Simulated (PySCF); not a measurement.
NICS in rings of unrelated molecules.

Probes without a nucleus sit at each ring's centroid and 1 Å off its mean plane on both sides; NICS is minus the shielding there, NICSzz its component along the normal. Level: GIAO PBE0/pcSseg-1 (PySCF, non-relativistic, gas phase) on the GFN2-xTB geometries, one conformer each. Atom numbers follow the mapped SMILES.

Problem. Order these rings by mean NICS(1)zz, lowest (most negative) first (ppm).
A. ring C3–C4–C5–C6–Si7 in `[CH3:1][S:2][C:3]1=[CH:4][CH:5]=[CH:6][Si@H:7]1[Cl:8]`
B. ring C3–C4–C5–C6–S8 in `[SiH3:1][CH2:2][c:3]1[cH:4][cH:5][c:6]([Cl:7])[s:8]1`
C. ring C6–O7–C8–C9 in `[O:1]=[C:2]([OH:3])[CH2:4][SiH2:5][C@H:6]1[O:7][CH2:8][C:9]1=[O:10]`
D. ring C1–C2–S3–Si4–O5 in `[CH2:1]1[CH2:2][S:3][SiH2:4][O:5]1`
E. ring C3–S4–C5–C6–C7 in `[CH3:1][SiH2:2][c:3]1[s:4][cH:5][cH:6][c:7]1[Cl:8]`
F. ring C3–C4–C5–C6–S8 in `[CH3:1][SiH2:2][c:3]1[cH:4][cH:5][c:6]([Cl:7])[s:8]1`
G. ring Si4–C5–O6–C7–C8–C9 in `[O:1]=[CH:2][O:3][Si@@H:4]1[CH2:5][O:6][CH2:7][CH2:8][C:9]1=[O:10]`

Solution. E (-25.6), F (-23.4), B (-20.6), D (-5.4), C (0.0), G (1.3), A (7.7).

| SMILES | ring | NICS(0) | NICS(1) | NICS(1)zz | HOMA | rms pucker (Å) | ring atoms with four or more neighbours |
| --- | --- | --- | --- | --- | --- | --- | --- |
| C[SiH2]c1sccc1Cl | 5-membered ring with S; formal bonds all aromatic | -12.8 | -11.1 | -25.6 | 0.80 | 0.00 | 0 |
| C[SiH2]c1ccc(Cl)s1 | 5-membered ring with S; formal bonds all aromatic | -11.6 | -10.4 | -23.4 | 0.78 | 0.00 | 0 |
| [SiH3]Cc1ccc(Cl)s1 | 5-membered ring with S; formal bonds all aromatic | -11.5 | -9.5 | -20.6 | 0.73 | 0.00 | 0 |
| C1CS[SiH2]O1 | 5-membered ring with O, S and Si; formal bonds all single | -8.8 | -4.1 | -5.4 | – | 0.17 | 3 |
| O=C(O)C[SiH2][C@H]1OCC1=O | 4-membered ring with O; formal bonds all single | 6.1 | 0.5 | 0.0 | – | 0.02 | 2 |
| O=CO[Si@@H]1COCCC1=O | 6-membered ring with O and Si; formal bonds all single | -0.2 | -1.2 | 1.3 | – | 0.25 | 4 |
| CSC1=CC=C[Si@H]1Cl | 5-membered ring with Si; formal bonds 2 double, 3 single | 3.4 | 0.1 | 7.7 | – | 0.01 | 1 |

NICS(0) gives another order. The isotropic NICS(1) gives another order. HOMA uses Krygowski's 1993 parameters; it is left out where a ring has a four-coordinate atom, a triple bond, no multiple bond or a kind of bond without parameters. NICS(1) and NICS(1)zz are means over the two faces.
